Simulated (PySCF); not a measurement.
This PySCF input asks for the NMR shieldings of SMILES CC[C@@]1(C)CN[SiH2]N1, C₅H₁₄N₂Si; the geometry comes from GFN2-xTB.

```python
import basis_set_exchange as bse
import numpy as np
from pyscf import gto, dft
from pyscf.prop import nmr

atoms = """
C    -2.447231   -0.548000   -0.511137
C    -1.433863    0.586974   -0.421529
C    -0.070122    0.195382    0.170932
C    -0.196493   -0.213032    1.642064
C     0.605145   -0.926825   -0.633901
N     2.031367   -0.772279   -0.450099
Si    2.466305    0.873266   -0.200899
N     0.827976    1.330333    0.030169
H    -3.360349   -0.187819   -0.980246
H    -2.702073   -0.927068    0.474893
H    -2.059557   -1.369938   -1.107066
H    -1.851831    1.393415    0.186904
H    -1.254769    0.990508   -1.420722
H    -0.598575    0.611420    2.228713
H     0.789830   -0.465527    2.022843
H    -0.848306   -1.074879    1.756604
H     0.322028   -0.838553   -1.692001
H     0.288733   -1.910351   -0.272261
H     2.579034   -1.416206   -0.995270
H     2.977504    1.652675   -1.332835
H     3.382225    0.899170    0.944055
H     0.542611    2.136719    0.559939
"""
names = dict.fromkeys(["C", "N", "Si", "H"], "pcSseg-1")
basis = {el: gto.basis.parse(bse.get_basis(n, elements=[el], fmt="nwchem")) for el, n in names.items()}
mol = gto.M(atom=atoms, basis=basis, charge=0, verbose=0)
mf = dft.RKS(mol, xc="PBE0")
mf.grids.level = 2
mf.grids.alignment = dft.numint.BLKSIZE   # the property module wants whole blocks of grid points
mf.conv_tol = 1e-9
mf.kernel()

calc = nmr.RKS(mf)   # GIAO
C = mf.mo_coeff
Co = C[:, mf.mo_occ > 0]
resp = mf.gen_response(singlet=True, hermi=2)
def vind(x):   # induced exchange potential for any number of trial vectors
    d = np.einsum("pi,xij,qj->xpq", C, 2 * x.reshape(-1, C.shape[1], Co.shape[1]), Co, optimize=True)
    return np.einsum("xpq,pi,qj->xij", resp(d - d.transpose(0, 2, 1)), C, Co, optimize=True).ravel()
mo1, _ = nmr.rhf.solve_mo1(calc, with_cphf=vind)
sigma = calc.kernel(mo1)
for i, s in enumerate(sigma):   # ppm
    w = np.linalg.eigvalsh((s + s.T) / 2)
    print("%2d %-2s iso %8.1f  s11 %8.1f  s22 %8.1f  s33 %8.1f" % (i, mol.atom_pure_symbol(i), w.mean(), *w))
```

Problem. What does it print?

Solution. 
```
 0 C  iso    174.4  s11    165.2  s22    171.0  s33    186.9
 1 C  iso    143.2  s11    125.2  s22    134.2  s33    170.3
 2 C  iso    127.8  s11    111.2  s22    121.5  s33    150.8
 3 C  iso    159.7  s11    132.2  s22    159.6  s33    187.3
 4 C  iso    129.8  s11    116.2  s22    127.8  s33    145.4
 5 N  iso    249.2  s11    194.2  s22    242.6  s33    310.7
 6 Si iso    376.3  s11    352.8  s22    355.1  s33    421.1
 7 N  iso    211.5  s11    166.7  s22    196.1  s33    271.9
 8 H  iso     30.7  s11     25.8  s22     27.5  s33     38.7
 9 H  iso     30.8  s11     26.0  s22     30.0  s33     36.4
10 H  iso     31.0  s11     25.7  s22     30.9  s33     36.5
11 H  iso     30.2  s11     25.8  s22     30.1  s33     34.8
12 H  iso     30.0  s11     25.6  s22     30.1  s33     34.5
13 H  iso     31.2  s11     27.8  s22     28.6  s33     37.2
14 H  iso     29.8  s11     25.0  s22     29.7  s33     34.6
15 H  iso     30.4  s11     25.8  s22     28.6  s33     36.8
16 H  iso     28.6  s11     22.4  s22     29.5  s33     34.0
17 H  iso     28.5  s11     23.9  s22     28.9  s33     32.8
18 H  iso     31.9  s11     22.3  s22     28.4  s33     45.0
19 H  iso     26.4  s11     22.4  s22     23.6  s33     33.1
20 H  iso     26.3  s11     22.5  s22     23.7  s33     32.7
21 H  iso     31.9  s11     24.3  s22     29.6  s33     42.0
```

These numbers come from an equivalent density-fitted implementation of the same equations, which agrees with the script to about 0.01 ppm for H and up to a few tenths of a ppm for heavy atoms, so last digits may differ.

Problem. Turn these shieldings into chemical shifts. Scale: 13C (σ = 186.93 ppm), 29Si (σ = 349.16 ppm), 1H (σ = 31.72 ppm) vs TMS; NH3 for 15N (σ = 267.73 ppm) (reference shieldings calculated alike).

Solution. Averaging equivalent atoms: C 2: 59.1; C 4: 57.1; C 1: 43.7; C 3: 27.2; C 0: 12.6; N 7: 56.2; N 5: 18.6; Si 6: -27.1; H 20: 5.42; H 19: 5.34; H 17: 3.17; H 16: 3.10; H 12: 1.67; H 11: 1.48; H 13/14/15: 1.25; H 8/9/10: 0.89; H 18: -0.18; H 21: -0.23 ppm. Experimental scales use liquid or dissolved standards, which lie at an offset from isolated NH3 (liquid NH3: subtract about 20 ppm).

Size and cost of the density-fitted run: 213 basis functions, 39 s wall time on 1 thread of an Arm Neoverse V2, shared host; peak memory 1 GiB.
